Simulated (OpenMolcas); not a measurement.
# W4+: moving or changing the point charges

W4+ among 4 point charges of -2.5 e arranged as a tetrahedron (Td), 1.92 Å from the ion.
```
   1.1085    1.1085    1.1085  -2.50
   1.1085   -1.1085   -1.1085  -2.50
  -1.1085    1.1085   -1.1085  -2.50
  -1.1085   -1.1085    1.1085  -2.50
```

* Program: OpenMolcas 26.06
* Method: SS-CASPT2, IPEA 0.25 Eh, imaginary shift 0.1 Eh (closed shells correlated: 4f 5s 5p)
* Basis: ANO-RCC-VDZP [7s6p4d2f1g]
* Scalar Hamiltonian: DKH2, point nucleus
* Active space: 2 electrons in 5 orbitals (5d)
* State averaging: 2S+1 = 3 even, 10 roots; 2S+1 = 1 even, 15 roots
* Spin-orbit coupling: state interaction with AMFI integrals over the reference wave functions

Runs around this geometry, states (labels of Td). Energies in cm-1 above the lowest state or level, χT in cm3 K/mol.

```tsv
R (Å)	q (e)	Ground state	First state of that spin	First gap with spin-orbit (degeneracies)	χT at 300 K	First state of another spin
1.92	-1.25	3A2	3T2 4150	2050 (3, 2)	0.082	1E 9920
1.92	-2.5	3A2	3T2 5730	3200 (3, 2)	0.078	1E 9600
2.12	-2.5	3A2	3T2 4390	2280 (3, 2)	0.072	1E 9770
```

Taking the first state of the same spin as R^-n, n = -ln(4390 / 5730) / ln(2.12 / 1.92) = 2.7 between the shortest and longest distance.

Scaling the charges by -1.25 / -2.5 = 0.50 scales the first state of the same spin by 4150 / 5730 = 0.72; with fixed orbitals a first-order splitting would follow the charge.

Roots that are degenerate in the reference are averaged as groups; the widest CASPT2 spread within a group is 270 cm-1 (the 3-fold group of multiplicity 3 near 4150 cm-1 above the lowest state of its run, R = 1.92, q = -1.25). Shifts and gaps below about the spread of the groups concerned are not significant. Free-ion shares, where given, are those of the reference states; single-state CASPT2 does not remix them. Spin-orbit coupling mixes the spin-free states strongly: the lowest level takes only 49 % from its leading state, 3A2 (figures for R = 1.92, q = -1.25; the like holds for R = 1.92, q = -2.5, R = 2.12, q = -2.5). This is an electrostatic model: the charges have no orbitals. No measured value stands beside these numbers.
